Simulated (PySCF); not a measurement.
**[CdH3]-, singlet: molecular constants**

Level of theory: PBE0/[Cd def2-TZVPD with ECP28, H def2-TZVPD], scalar-relativistic core potentials, density fitting, no spin–orbit coupling, PySCF.

The structure is a minimum.

Z-matrix (Å, degrees; charge -1 multiplicity 1):
```
Cd
H  1 1.7972
H  1 1.7972 2 120.00
H  1 1.7972 2 120.00 3 180.00
```

| Property | Result |
| --- | --- |
| Point group | D3h |
| Bond lengths | Cd–H 1.797 Å (×3) |
| Bond angles | H–Cd–H 120.0° (×3) |
| Lowest empty level | 4.10 eV |
| Principal quadrupole moments (Buckingham, traceless) about the centre of mass | -6.50, -6.50, 13.00 D Å |
| Entropy at 298.15 K and 1 bar | 232.3 J/(mol K) |
| Enthalpy at 298.15 K above 0 K | 11.60 kJ/mol |
| Rotational constants | 3.453, 3.453, 1.726 cm⁻¹ |
| Dipole moment about the centre of mass | 0.00 D |
| Heat capacity Cp at 298.15 K | 49.5 J/(mol K) |
| Principal polarisabilities | 46.8, 68.7, 68.7 bohr³ |
| Highest occupied level | -1.34 eV |
| Rotational symmetry number | 6 |
| Zero-point energy | 35.0 kJ/mol |

Harmonic modes (masses in u: Cd 113.903, H 1.008):
| symmetry | ω (cm⁻¹) | IR (km/mol, summed over degenerate members) | type |
| --- | --- | --- | --- |
| e' | 509 | 732 | bend |
| a2'' | 554 | 409 | bend |
| e' | 1399 | 1667 | stretch |
| a1' | 1478 | 0.0 | stretch |

In D3h the vibrations span 2e' + a2'' + a1'. The a1' mode carries no infrared intensity, as symmetry demands.

Charges (e); Mulliken and Löwdin values are unreliable with diffuse functions:
| atom | Mulliken | Löwdin | polar tensor | Mayer order to Cd1 |
| --- | --- | --- | --- | --- |
| Cd1 | -0.59 | 0.00 | 0.60 | – |
| H2,3,4 | -0.14 | -0.33 | -0.53 | 0.94 |

Mulliken populations on Cd1 (electrons outside its core potential): s 3.21, p 7.42, d 9.95, f 0.00.

Counting electrons, cadmium keeps none of its valence electrons outside its bonds, so the VSEPR class is AX3 and the expected shape is trigonal planar (D3h), as computed.

Stability towards spin polarisation was not tested. Only a few start shapes were tried, so a lower isomer may exist. The lowest empty level of this anion is unbound, so it and the gap depend on the basis.

The final relaxation and frequency run took 4.5 s on 2 threads of a shared AMD EPYC 9R45 96-Core (Zen 5) host, with 67 basis functions and 6 gradients; the process peaked at 0.82 GiB. Launch command: `OMP_NUM_THREADS=2 python axn.py task.json out`.
